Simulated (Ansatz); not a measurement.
Caution, from a PySCF single point (PBE0-D3(BJ)/def2-TZVPD) at this geometry: the highest occupied level lies above zero, so the state may not be bound. This triplet is an excited state, 1.94 eV above the relaxed singlet at the level frozen-core CCSD(T)/aug-cc-pVTZ // PBE0-D3(BJ)/def2-TZVPD (Ansatz, a quantum-chemistry and plane-wave program).

Species: HAlClO, SMILES `[OH][Al-][Cl]` (excited triplet; H–O–Al–Cl torsion 95°) (charge -1, multiplicity 3).

Question: Give a relaxed geometry from PBE0-D3(BJ)/def2-TZVPD (Ansatz).

Answer: Several could match; the one computed here: the end point of this relaxation, one of several conformers (outside a Z-matrix the atoms follow the SMILES, hydrogens last).
Z-matrix (Å, degrees):
```
Al
O 1 1.7654
H 2 0.9570 1 110.87
Cl 1 2.2234 2 114.98 3 -94.66
```
